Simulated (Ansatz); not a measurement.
Z-matrix (Å, degrees):
```
B
C 1 1.528
H 1 1.193 2 118.5
H 1 1.191 2 120.6 3 -180.0
Br 2 1.901 1 120.7 3 180.0
C 2 1.339 1 124.6 3 0.0
F 6 1.320 2 122.1 1 -0.0
H 6 1.086 2 125.6 1 180.0
```

The species carries charge 0 and has multiplicity 1.

Question: List the PBE0/def2-TZVPP orbital energies in eV (Ansatz 0.2.0). (Best estimate.)

Answer: The calculation gave: Occupied: -13150.39, -1705.28, -1535.85, -1535.76, -1535.75, -675.42, -281.72, -279.78, -239.11, -184.95, -179.54, -179.23, -179.23, -73.03, -72.94, -72.93, -72.68, -72.68, -35.49, -23.66, -20.98, -17.83, -15.95, -14.91, -14.24, -12.82, -11.65, -10.49, -10.06, -9.79, -8.35, -7.58. Lowest empty: -2.56, -0.22, 0.77, 1.79, 2.16, 2.49, 2.75, 3.74.
